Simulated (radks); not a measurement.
The antimony ion Sb4+, [Kr] 4d10 5s1. Method: non-relativistic Kohn-Sham, PBE, spin-polarised, spherical densities, point nucleus; computed with a radial shooting solver on a logarithmic mesh with Libxc functionals. Every spin shell is full or empty, so the densities are truly spherical. Functionals are evaluated on that one density, not self-consistently. Rank these orbital-free kinetic functionals by their error against the exact value of the orbitals, and give that value: Thomas-Fermi, von Weizsacker, TF + vW/5, APBEK, Thakkar, Pearson, PG1, Ernzerhof.

Answer. Exact: 6309.72 hartree. From best to worst, with 100 (|E| - |E exact|)/|E exact| (equal figures are ties): APBEK +0.13, Ernzerhof -0.39, Thakkar -0.57, Pearson -0.91, TF + vW/5 +3.00, Thomas-Fermi -5.26, PG1 +14.99, von Weizsacker -58.68.
